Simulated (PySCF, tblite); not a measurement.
Isomers of C7H13FO2. Level: GFN2-xTB in tblite, geometry and Hessian alike; calculated harmonic values, unscaled, isolated species. Errors from tens to a few hundred cm⁻¹ against measured bands are possible. One conformer each.

Electronic energies: PBE0-D3(BJ)/def2-SVP at its own geometries (PySCF, gas phase).

```tsv
SMILES	electronic energy, lowest = 0 (kJ/mol)
CCO[C@@H]1C[C@@H]1[C@H](F)OC	181.2
C[C@H](F)C(=O)OC(C)(C)C	0.0
CO[C@@]1(F)CCCCOC1	81.4
CCO[C@@H]1C[C@H]1[C@@H](F)OC	180.1
CO[C@@H]1CC[C@H](CF)CO1	77.9
CCO[C@@H]1C[C@@H]1[C@@H](F)OC	185.9
```

Q: How do GFN2-xTB zero-point energies change the relative energies?

A: 
```json
{"SMILES": "C[C@H](F)C(=O)OC(C)(C)C", "ZPE (kJ/mol)": "500.1", "of it from modes above 1550 cm⁻¹": "247.0", "electronic (kJ/mol)": "0.0", "with ZPE, lowest = 0 (kJ/mol)": "0.0", "lowest mode (cm⁻¹)": "18", "rings": "0"}
{"SMILES": "CO[C@@H]1CC[C@H](CF)CO1", "ZPE (kJ/mol)": "509.5", "of it from modes above 1550 cm⁻¹": "229.8", "electronic (kJ/mol)": "77.9", "with ZPE, lowest = 0 (kJ/mol)": "87.3", "lowest mode (cm⁻¹)": "61", "rings": "1"}
{"SMILES": "CO[C@@]1(F)CCCCOC1", "ZPE (kJ/mol)": "509.3", "of it from modes above 1550 cm⁻¹": "230.9", "electronic (kJ/mol)": "81.4", "with ZPE, lowest = 0 (kJ/mol)": "90.6", "lowest mode (cm⁻¹)": "65", "rings": "1"}
{"SMILES": "CCO[C@@H]1C[C@H]1[C@@H](F)OC", "ZPE (kJ/mol)": "501.0", "of it from modes above 1550 cm⁻¹": "233.1", "electronic (kJ/mol)": "180.1", "with ZPE, lowest = 0 (kJ/mol)": "181.0", "lowest mode (cm⁻¹)": "37", "rings": "1"}
{"SMILES": "CCO[C@@H]1C[C@@H]1[C@H](F)OC", "ZPE (kJ/mol)": "500.0", "of it from modes above 1550 cm⁻¹": "232.9", "electronic (kJ/mol)": "181.2", "with ZPE, lowest = 0 (kJ/mol)": "181.1", "lowest mode (cm⁻¹)": "43", "rings": "1"}
{"SMILES": "CCO[C@@H]1C[C@@H]1[C@@H](F)OC", "ZPE (kJ/mol)": "501.0", "of it from modes above 1550 cm⁻¹": "233.2", "electronic (kJ/mol)": "185.9", "with ZPE, lowest = 0 (kJ/mol)": "186.8", "lowest mode (cm⁻¹)": "45", "rings": "1"}
```

The zero-point energies span 9.5 kJ/mol, from `CCO[C@@H]1C[C@@H]1[C@H](F)OC` to `CO[C@@H]1CC[C@H](CF)CO1`. The order is unchanged.

Q: And how do the electronic energies of GFN2-xTB itself compare?

A: `C[C@H](F)C(=O)OC(C)(C)C` 0.0; `CO[C@@H]1CC[C@H](CF)CO1` 20.5; `CO[C@@]1(F)CCCCOC1` 35.6; `CCO[C@@H]1C[C@H]1[C@@H](F)OC` 127.9; `CCO[C@@H]1C[C@@H]1[C@H](F)OC` 130.6; `CCO[C@@H]1C[C@@H]1[C@@H](F)OC` 127.8 kJ/mol, lowest = 0. Against the energies above, taken from the same isomer `C[C@H](F)C(=O)OC(C)(C)C`, the largest difference is 58.1 kJ/mol. The two levels were optimised apart and needn't hold the same conformer.

Q: What do entropy and thermal enthalpy add at 298.15 K and 1 bar (rigid rotor, harmonic oscillator, one conformer each)?

A: 
```tsv
SMILES	point group	symmetry number	S (J/(mol K))	H − H(0) (kJ/mol)	ZPE + H − H(0) − TS (kJ/mol)
CO[C@@H]1CC[C@H](CF)CO1	C1	1	416.8	29.59	414.8
CO[C@@]1(F)CCCCOC1	C1	1	406.4	29.02	417.2
CCO[C@@H]1C[C@H]1[C@@H](F)OC	C1	1	446.3	32.78	400.8
CCO[C@@H]1C[C@@H]1[C@H](F)OC	C1	1	451.9	33.33	398.6
CCO[C@@H]1C[C@@H]1[C@@H](F)OC	C1	1	443.9	32.72	401.3
```

Not tabulated: `C[C@H](F)C(=O)OC(C)(C)C` (lowest mode only 18 cm⁻¹).
